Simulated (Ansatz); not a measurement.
`OB(Cl)CCl` and `OBCCl` differ in one atom or group.

Ansatz, PBE0-D4/def2-TZVP geometries, multiplicity 1. Each molecule was computed in one conformer, which needn't be the lowest.

```csv
property,`OB(Cl)CCl`
HOMO–LUMO gap (PBE0/def2-TZVPP) / eV,8.48
LUMO energy (B3LYP/def2-TZVPP) / eV,-0.45
LUMO energy (PBE0/def2-TZVPP) / eV,-0.23
HOMO–LUMO gap (PBE/def2-TZVPP) / eV,6.06
size of the dipole moment (PBE/def2-TZVPP) / D,1.18
LUMO energy (PBE/def2-TZVPP) / eV,-1.24
```

Task: Give the same properties after the change, and the shifts. (Estimate.)

Result: Computed: 
```
                                      property  `OBCCl`  shift
          HOMO–LUMO gap (PBE0/def2-TZVPP) / eV     8.35  -0.13
           LUMO energy (B3LYP/def2-TZVPP) / eV    -0.45   0.00
            LUMO energy (PBE0/def2-TZVPP) / eV    -0.20   0.03
           HOMO–LUMO gap (PBE/def2-TZVPP) / eV     5.93  -0.13
size of the dipole moment (PBE/def2-TZVPP) / D     1.04  -0.14
             LUMO energy (PBE/def2-TZVPP) / eV    -1.22   0.02
```

Dipoles are sizes alone; their direction can turn.

B3LYP here is the variant with VWN-RPA as its local correlation; programs differ in this.
